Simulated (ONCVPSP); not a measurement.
**Varying the ONCV potential for Pt**

Base potential:

Pt, optimised norm-conserving Vanderbilt (ONCV), made with ONCVPSP 4.0.1 (PBE, fully relativistic). Core [Kr] 4d10 4f14, reference 5s2 5p6 5d9 6s1. Waves: 5s+6s: rc 1.60 bohr, ncon 4, nbas 7, qcut 8.6 1/bohr, 2 projectors; 5p: rc 1.30 bohr, ncon 4, nbas 9, qcut 7.4 1/bohr, 2 projectors, debl 2.8 Ha; 5d: rc 1.60 bohr, ncon 5, nbas 10, qcut 5.5 1/bohr, 2 projectors, debl 2.9 Ha. Local part: polynomial inside 1.20 bohr (lpopt 4, dvloc0 0 Ha). Core correction: Teter function, fcfact 5.5, rcfact 1.25.

Open shells are filled in proportion to 2j + 1.

All-electron outer shells of the reference configuration (PBE, scalar-relativistic, ld1.x):

```
shell  level (eV)  outermost node (bohr)  outermost maximum (bohr)
   5s     -101.82                   0.49                      0.87
   4f      -70.08                      –                      0.38
   5p      -56.02                   0.53                      0.98
   5d       -6.14                   0.57                      1.26
   6s       -5.66                   1.14                      2.38
```

Cutoffs, loose and tight: the cutoffs (Ha) at which the residual kinetic energy of the hardest occupied pseudo-wave falls to 1 and 0.1 mHa per electron. They do not see the model core or the augmentation charge, which bear on the density cutoff. Test errors are all-electron minus pseudo excitation energies from the reference, over the configurations 5s2 5p6 5d9 6s0; 5s2 5p6 5d8 6s0; 5s2 5p6 5d7 6s0; 5s2 5p6 5d9 6s0 6p1. A dash means not determined; rows that change the core or the reference have their own tests.

| change | outcome | cutoff, loose | cutoff, tight | bound ghosts | GHOST(+) flags above zero | largest test error (meV) |
| --- | --- | --- | --- | --- | --- | --- |
| base | generated | 31 Ha | 147 Ha | none | s | +2.4 |
| local potential polynomial inside 1.20 bohr (lpopt 4, dvloc0 6 Ha) | generated | 31 Ha | 147 Ha | none | none | +2.5 |

Question: What comes out with this change to the base: s: rc 1.06; local potential polynomial inside 1.06 bohr (lpopt 4, dvloc0 0 Ha)?

Answer: outcome: failed: ERROR pspot: first pseudo wave function has node, program will stop. Cause: the optimised pseudo-wave of the first projector has a node, so the radial equation cannot be inverted for a potential.

Question: What comes out with this change to the base: s: qcut 5.1?

Answer: outcome: generated; cutoff, loose: 31 Ha; cutoff, tight: 147 Ha; bound ghosts: none; GHOST(+) flags above zero: none; largest test error (meV): -2.9.
